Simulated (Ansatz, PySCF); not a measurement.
C2H5O2, SMILES O[CH]CO, multiplicity 2. Atoms are numbered in the order given.

```xyz
9

O      1.4335    -0.0264    -0.3473
C      0.4797    -0.7493     0.3202
C     -0.9086    -0.3320    -0.0232
O     -1.1131     1.0571     0.1295
H      2.3139    -0.3072    -0.0688
H      0.7127    -1.7914     0.5752
H     -1.1532    -0.6495    -1.0674
H     -1.6192    -0.8571     0.6360
H     -0.3461     1.4911    -0.2697
```
Charge 0, spin multiplicity 2.

The structure is a stationary point at B3LYP-D3(BJ)/def2-SVP. The isomer is the one that the SMILES or the coordinates give; other isomers of the formula were not compared. Other conformers were not sampled.

Two levels are set side by side: PBE-D3(BJ)/def2-SVP (Ansatz, a program for electronic structure) and B3LYP-D3(BJ)/def2-SVP (Ansatz). Each level has its own optimised geometry; the coordinates shown are those of the second. Frequencies come from the Hessian of PySCF at each geometry. Differences are taken from unrounded values.

| quantity | B3LYP-D3(BJ) |
|---|---|
| mean bond length (Å) | 1.190 |
| bond O1–C2 (Å) | 1.370 |
| bond C2–C3 (Å) | 1.490 |
| bond C3–O4 (Å) | 1.412 |
| bond O1–H5 (Å) | 0.965 |
| bond C2–H6 (Å) | 1.098 |
| bond C3–H7 (Å) | 1.118 |
| bond C3–H8 (Å) | 1.102 |
| bond O4–H9 (Å) | 0.967 |
| highest harmonic wavenumber (cm⁻¹) | 3841 |
| mean harmonic wavenumber (cm⁻¹) | 1492 |
| zero-point energy (kcal/mol) | 44.78 |

What does PBE-D3(BJ) give, and how far is it from B3LYP-D3(BJ)? (The exact figures need the calculation; the answer reports its results.)


| quantity | PBE-D3(BJ) | PBE-D3(BJ) minus B3LYP-D3(BJ) |
|---|---|---|
| mean bond length (Å) | 1.198 | 0.007 |
| bond O1–C2 (Å) | 1.377 | 0.006 |
| bond C2–C3 (Å) | 1.490 | 0.000 |
| bond C3–O4 (Å) | 1.419 | 0.007 |
| bond O1–H5 (Å) | 0.973 | 0.008 |
| bond C2–H6 (Å) | 1.106 | 0.008 |
| bond C3–H7 (Å) | 1.129 | 0.011 |
| bond C3–H8 (Å) | 1.111 | 0.008 |
| bond O4–H9 (Å) | 0.976 | 0.009 |
| highest harmonic wavenumber (cm⁻¹) | 3734 | -107 |
| mean harmonic wavenumber (cm⁻¹) | 1447 | -44 |
| zero-point energy (kcal/mol) | 43.45 | -1.32 |

GGA bonds tend to be longer and softer than those of functionals with exact exchange. Differences between two approximate levels are no errors against the true value.
